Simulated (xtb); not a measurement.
C2Si, SMILES [C][C][Si] (connectivity only; charge and spin as stated), neutral, multiplicity 1. All values are semi-empirical tight-binding results from xtb (GFN2-xTB unless named), good for trends rather than for accurate numbers. Geometry: GFN2-xTB.

Computed properties:
point group as xtb finds it: C∞v
orbital gap: 1.48 eV
dipole moment: 6.05 D
zero-point energy: 4.4 kcal/mol
G − E(el) at 298.15 K (modified RRHO): -10.2 kcal/mol
static polarisability (D4 model): 53.3 bohr³
solvation energy, GFN2-xTB/ALPB(water): -2.1 kcal/mol
solvation energy, GFN2-xTB/ALPB(dmso): -2.3 kcal/mol
